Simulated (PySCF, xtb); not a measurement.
In(H)2(NEtMe) (C₃H₁₀InN), SMILES [InH2][N](C)CC. Other conformers were not sampled.

Harmonic wavenumbers (cm⁻¹) from GFN2-xTB run with xtb 6.7.1 at its own minimum, in rising order: 66, 131, 148, 170, 207, 250, 262, 355, 364, 398, 499, 575, 815, 898, 1007, 1056, 1073, 1098, 1185, 1191, 1268, 1325, 1388, 1404, 1431, 1452, 1465, 1477, 1492, 1495, 1540, 2846, 2853, 2878, 2899, 2916, 2918, 3028, 3032.

### Question
What does B3LYP-D3(BJ)/def2-SVP (PySCF 2.14.0) give at its own minimum? (The exact figures need the calculation; the answer reports its results.)

### Answer
61, 154, 184, 211, 243, 262, 301, 394, 423, 488, 544, 571, 799, 896, 1024, 1075, 1102, 1134, 1223, 1237, 1335, 1371, 1392, 1442, 1450, 1457, 1466, 1481, 1491, 1788, 1801, 2947, 2951, 2994, 3025, 3051, 3093, 3106, 3114. Paired by order, the mean absolute difference is 59 cm⁻¹ and the zero-point energies are 72.7 and 75.9 kcal/mol.
